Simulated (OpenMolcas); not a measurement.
## Mo3+ in a point-charge field

Mo3+ among 6 point charges of -0.85 e arranged as an octahedron (Oh), 2.03 Å from the ion.

- Program: OpenMolcas 26.06
- Method: CASSCF
- Basis: ANO-RCC-VTZP [7s6p4d2f1g]
- Scalar Hamiltonian: DKH2, point nucleus
- Active space: 3 electrons in 5 orbitals (4d)
- State averaging: 2S+1 = 4 even, 10 roots; 2S+1 = 2 even, 40 roots
- Spin-orbit coupling: RASSI with atomic mean-field integrals over the reference wave functions

The lowest spin-free states (labels of O, the rotations of Oh), above the lowest:

| State | Degeneracy | E (cm-1) | Free-ion L (%) |
| --- | --- | --- | --- |
| 4A2 | 1 | 0.0 | F (100) |
| 4T2 | 3 | 5538 | F (100) |
| 4T1 | 3 | 9494 | F (95) |
| 2E | 2 | 14849 | G (72) |
| 2T1 | 3 | 15446 | G (59) |
| 2A1 | 1 | 18463 | G (100) |
| 2T2 | 3 | 19198 | G (59) |
| 4T1 | 3 | 19433 | P (95) |
| 2T2 | 3 | 21087 | H (65) |
| 2T1 | 3 | 21654 | H (52) |
| 2E | 2 | 23255 | H (52) |
| 2T1 | 3 | 25235 | P (51) |
| 2T1 | 3 | 27200 | H (79) |
| 2T2 | 3 | 28123 | D (64) |
| 2E | 2 | 31783 | D (42) |
| 2A2 | 1 | 34503 | F (100) |
| 2T2 | 3 | 35201 | F (94) |
| 2T1 | 3 | 37605 | F (93) |
| 2E | 2 | 52804 | D (98) |
| 2T2 | 3 | 54538 | D (95) |

The lowest levels with spin-orbit coupling:

| E (cm-1) | Degeneracy | Label | 2S+1 | g |
| --- | --- | --- | --- | --- |
| 0.0 | 4 | Γ8 | 4 |  |
| 5386 | 2 | Γ7 | 4 | 2.42 2.42 2.42 |
| 5476 | 4 | Γ8 | 4 |  |
| 5727 | 4 | Γ8 | 4 |  |
| 5904 | 2 | Γ6 | 4 | 2.65 2.65 2.65 |
| 9177 | 2 | Γ7 | 4 | 0.50 0.50 0.50 |
| 9402 | 4 | Γ8 | 4 |  |
| 10087 | 4 | Γ8 | 4 |  |
| 10516 | 2 | Γ6 | 4 | 4.50 4.50 4.50 |
| 14890 | 4 | Γ8 | 2 |  |
| 15611 | 4 | Γ8 | 2 |  |
| 15735 | 2 | Γ6 | 2 | 0.59 0.59 0.59 |
| 18792 | 2 | Γ6 | 4 (55 %) | 3.13 3.13 3.13 |
| 18971 | 4 | Γ8 | 4 (75 %) |  |
| 19206 | 2 | Γ6 | 2 (60 %) | 2.72 2.72 2.72 |
| 19293 | 2 | Γ7 | 2 | 1.17 1.17 1.17 |
| 19506 | 4 | Γ8 | 2 (84 %) |  |
| 19949 | 4 | Γ8 | 4 |  |
| 19996 | 2 | Γ7 | 4 | 2.25 2.25 2.25 |
| 21311 | 4 | Γ8 | 2 |  |

Powder χT (cm3 K/mol): 1.21 at 2 K, 1.21 at 10 K, 1.23 at 50 K, 1.24 at 100 K, 1.28 at 200 K, 1.32 at 300 K. The effective moment at 300 K is 2.828 √(χT) = 3.24 μB.

The lowest level has 2S+1 = 4, for which the spin-only value is χT = S(S+1) / 2 = 1.875 cm3 K/mol (g = 2). The computed 1.316 at 300 K differs by -0.559, through orbital momentum, spin-orbit coupling and any other state in reach.

A least-squares ligand-field fit to the states below 45000 cm-1, each weighted by its degeneracy and with a free common offset, gives 10Dq = 5792 cm-1, B = 806 cm-1 and C = 3278 cm-1 (C/B = 4.07), with an rms deviation of 105 cm-1.

Without dynamic correlation the repulsion within the d shell is too large (B by tens of per cent), so at a given field states of lower spin stand too high. This field is weak: 10Dq is about 5792 cm-1, while octahedral complexes of 4d ions of charge 3 and more, computed by the same method with explicit ligands, had a median near 25000 cm-1. Ground spin and moment need not be those of a real site. This is an electrostatic model: the charges have no orbitals. No measured value stands beside these numbers.
